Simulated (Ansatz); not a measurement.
`[F][Sn][Br]` + HBr → `[Br][Sn][Br]` + H–F at 400 K and 1 bar (ligand exchange at the Sn–F bond).

Calculated with Ansatz (gas phase, PBE0-D4/def2-TZVP geometries, no zero-point term in ΔE). CBS: MP2 limit from def2 TZ/QZ plus the TZ coupled-cluster correction, frozen cores. This one scheme is used for every species. Elements past krypton have def2 core potentials. For Br, Sn outer-core shells are correlated without core-valence functions, which leaves a few kJ/mol of doubt a bond. Scalar relativity is left out up to krypton.

```tsv
species	CCSD(T)/CBS energy (Eh)	H − E (kJ/mol)	S (J/(mol·K))
`[F][Sn][Br]`	-2887.23951	24.7	327.4
HBr	-2573.91920	27.6	207.2
`[Br][Sn][Br]`	-5360.78051	23.7	345.6
H–F	-100.39570	36.5	182.2
```

H − E and S are ideal-gas, rigid-rotor, harmonic terms from PBE0-D4/def2-TZVP. 1 Eh = 2625.50 kJ/mol, R = 8.31446 J/(mol·K).

By hand: ΔE, ΔH, ΔS and ΔG.

ΔE = (-5360.78051) + (-100.39570) − (-2887.23951) − (-2573.91920) = -0.01750 Eh = -45.9 kJ/mol. Δ(H − E) = 23.7 + 36.5 − 24.7 − 27.6 = 7.9, so ΔH = -38.0 kJ/mol. ΔS = 345.6 + 182.2 − 327.4 − 207.2 = -6.8 J/(mol·K). ΔG = -38.0 − 400 × (-6.8)/1000 = -35.3 kJ/mol.

By hand: the equilibrium constant, and the temperature at which ΔG would vanish if ΔH and ΔS stayed fixed.

log₁₀ K = −ΔG/(RT ln 10) = 4.6. ΔG = 0 at ΔH/ΔS = 5588 K, far beyond where these terms or the molecules hold.

The number of gas molecules stays the same, so ΔS is small and ΔH decides. A doubt of 5 kJ/mol in ΔE shifts log₁₀ K by 0.7 here. These are equilibria of isolated gas molecules and say nothing of rates. Largest T1 diagnostic: 0.014 (customary marks: 0.02 for closed shells, 0.045 for open ones).
